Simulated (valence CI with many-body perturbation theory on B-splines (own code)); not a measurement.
Ar5+: what the settings do

Method: valence CI with perturbative core correlation (CI+MBPT): three valence electrons over a frozen Dirac-Fock core [Ne], radial functions for each j: 6 s, 6 p, 5 d, 3 f, 1 g, with the one-electron correlation potential Σ1 (screened to all orders), the two-electron term Σ2, the three-electron term Σ3, Breit, model QED; selected single and double excitations, second order for the rest, scaled by the run's own slope (own B-spline code, finite nucleus).

Against 16 measured levels this calculation errs by 176 cm⁻¹ on average and by 336 at most. These come from a selection out of Saloman, J. Phys. Chem. Ref. Data 39, 033101 (2010). Levels without a partner in it may be off by more.

The reference run has the lowest level 3s2 3p 2P°_1/2 and an ionisation energy of 91.2756 eV. Its largest variational space holds 3115 state functions.

Names give the largest LS component (configuration and term), which can be under half, so a name can repeat, a term be missing and a line seem to break the LS rules; names also repeat where a configuration has a term twice.

Changed runs:
A. core polarisation of operators on → off
B. highest l with Σ1, explicit Σ2 and valence Breit (higher l get mean screening factors) 3 → 0; core polarisation of operators on → off
C. hole-hole ladder in Σ2 on → off
D. box radius (bohr) 14.048 → 2.38 (bad on purpose)

Excitation energies of the reference run in cm⁻¹, and shifts in cm⁻¹:

```csv
Level,Reference,A,B,C
3s2 3p 2P°_3/2,2210,0,-31,-0.1
3s 3p2 4P_1/2,99946,0,-142,-25
3s 3p2 4P_3/2,100746,0,-155,-25
3s 3p2 4P_5/2,101984,0,-159,-25
3s 3p2 2D_3/2,132455,0,+353,+8.2
3s 3p2 2D_5/2,132567,0,+363,+8.2
3s 3p2 2S_1/2,170140,0,+1554,+35
3s 3p2 2P_1/2,182474,0,+3351,+33
3s 3p2 2P_3/2,183870,0,+3351,+33
3s2 3d 2D_3/2,218858,0,+1946,-52
3s2 3d 2D_5/2,218921,0,+1934,-52
3p3 2D°_3/2,259906,0,+2744,+4.3
Ionisation energy (eV),91.2756,0,+0.5186,-0.0067
```

No effect on these energies: A.

Run D: It gave no result. The program said: "need at least one array to concatenate".
